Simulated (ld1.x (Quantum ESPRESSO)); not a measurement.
Zn: RRKJ pseudisation with LDA (PZ), scalar-relativistic reference atom.

ld1.x (Quantum ESPRESSO) 7.5 was run on this input:

```
&input
   title='Zn', zed=30., rel=1, dft='PZ', iswitch=3,
   config='[Ar] 3d10 4s1.5 4p0.5',
   nld=3, rlderiv=1.10, eminld=-12.0, emaxld=5.0, deld=0.04
 /
 &inputp
   pseudotype=2, tm=.false., rho0=0.001, lloc=0,
   nlcc=.false.,
   file_pseudopw='Zn.UPF', file_wfcaegen='ae.wfc', file_wfcncgen='nc.wfc', file_beta='beta', file_chi='chi'
 /
3
3P  2  1   6.00   0.00  0.75  0.75  0.0
3D  3  2  10.00   0.00  0.65  0.65  0.0
3S  1  0   2.00   0.00  1.00  1.00  0.0
 &test
   configts(1)='3s2 3p6 3d10 4s1.5 4p0.5'
 /
```

Command:

```bash
ld1.x < Zn.in > Zn.out
```

Output (shortened: banner, matrices, multipoles, cross overlaps and the repeated all-electron block are left out):

```
Program LD1 v.7.5
     --------------------------- All-electron run ----------------------------

     Zn
     scalar relativistic calculation

     atomic number is 30.00
     dft =PZ   lsd =0 sic =0 latt =0  beta=0.20 tr2=1.0E-14
     Exchange-correlation= PZ
                           (   1   1   0   0   0   0   0)
     mesh =1201 r(mesh) =  99.36527 a.u. xmin = -7.00 dx = 0.01250
     1 Ry =  13.60569312 eV, c = 137.03599908

     n l     nl                  e(Ry)          e(Ha)          e(eV)
     1 0     1S 1( 2.00)      -698.8543      -349.4272     -9508.3972
     2 0     2S 1( 2.00)       -85.0597       -42.5298     -1157.2961
     2 1     2P 1( 6.00)       -73.8354       -36.9177     -1004.5811
     3 0     3S 1( 2.00)        -9.5396        -4.7698      -129.7935
     3 1     3P 1( 6.00)        -6.2056        -3.1028       -84.4320
     3 2     3D 1(10.00)        -0.8504        -0.4252       -11.5700
     4 0     4S 1( 1.50)        -0.5138        -0.2569        -6.9910
     4 1     4P 1( 0.50)        -0.1328        -0.0664        -1.8070

     final scf error:  6.5E-15 reached in  38 iterations

     Etot =   -3586.445422 Ry,   -1793.222711 Ha,  -48796.075814 eV

     Ekin =    3642.100538 Ry,    1821.050269 Ha,   49553.302247 eV
     Encl =   -8645.627386 Ry,   -4322.813693 Ha, -117629.753069 eV
     Eh   =    1554.527733 Ry,     777.263867 Ha,   21150.427290 eV
     Exc  =    -137.446308 Ry,     -68.723154 Ha,   -1870.052283 eV

     normalization and overlap integrals

     s(1S/1S) =  1.000000  <r> =   0.0504  <r2> =    0.0034  r(max) =   0.0329
     s(2S/2S) =  1.000000  <r> =   0.2266  <r2> =    0.0606  r(max) =   0.1894
     s(2P/2P) =  1.000000  <r> =   0.1985  <r2> =    0.0483  r(max) =   0.1513
     s(3S/3S) =  1.000000  <r> =   0.6824  <r2> =    0.5386  r(max) =   0.5908
     s(3P/3P) =  1.000000  <r> =   0.7142  <r2> =    0.6035  r(max) =   0.5908
     s(3D/3D) =  1.000000  <r> =   0.9078  <r2> =    1.1180  r(max) =   0.5620
     s(4S/4S) =  1.000000  <r> =   2.5857  <r2> =    7.8357  r(max) =   2.0623
     s(4P/4P) =  1.000000  <r> =   4.0052  <r2> =   19.5730  r(max) =   2.9265

     ------------------------ End of All-electron run ------------------------

     --------------------- Generating NC pseudopotential ---------------------

      Generating local pot.: lloc=0, matching radius rcloc =   1.0000

      Wfc   3P  rcut= 0.759  Estimated cut-off energy=      307.73 Ry
      This function has    0 nodes for 0 < r <    0.759

      Wfc   3D  rcut= 0.653  Estimated cut-off energy=      540.72 Ry
      This function has    0 nodes for 0 < r <    0.653

     ------------------- End of pseudopotential generation -------------------

     Computing logarithmic derivative in   1.09699
     Computing logarithmic derivative in   1.09699
     Computing the partial wave expansion
       no projector for channel:   0
     R is outside the sphere for l=    1 j= 0.00
     R is outside the sphere for l=    2 j= 0.00

     ---------------------- Testing the pseudopotential ----------------------

     Zn
     scalar relativistic calculation

     atomic number is 30.00   valence charge is 20.00
     dft =PZ   lsd =0 sic =0 latt =0  beta=0.20 tr2=1.0E-14
     mesh =1201 r(mesh) =  99.36527 xmin = -7.00 dx = 0.01250

     n l     nl             e AE (Ry)        e PS (Ry)    De AE-PS (Ry)
     1 0     3S   1( 2.00)       -9.53965       -9.53966        0.00001
     2 1     3P   1( 6.00)       -6.20564       -6.20566        0.00002
     3 2     3D   1(10.00)       -0.85038       -0.85039        0.00001
     2 0     4S   1( 1.50)       -0.51383       -0.56130        0.04747  !
     3 1     4P   1( 0.50)       -0.13281       -0.13742        0.00461

     eps = 4.5E-15  iter = 25

     Etot =   -3586.445422 Ry,   -1793.222711 Ha,  -48796.075814 eV
     Etotps =  -454.378666 Ry,    -227.189333 Ha,   -6182.136691 eV

     Ekin =     287.158846 Ry,     143.579423 Ha,    3906.995142 eV
     Encl =    -973.740171 Ry,    -486.870085 Ha,  -13248.409942 eV
     Ehrt =     401.612014 Ry,     200.806007 Ha,    5464.209811 eV
     Ecxc =     -40.820404 Ry,     -20.410202 Ha,    -555.389894 eV
     Epseu=    -128.588951 Ry,     -64.294476 Ha,   -1749.541809 eV

     ---------------------- End of pseudopotential test ----------------------
```

Generation and configuration tests took about 3.6 s on one core of a shared server CPU.
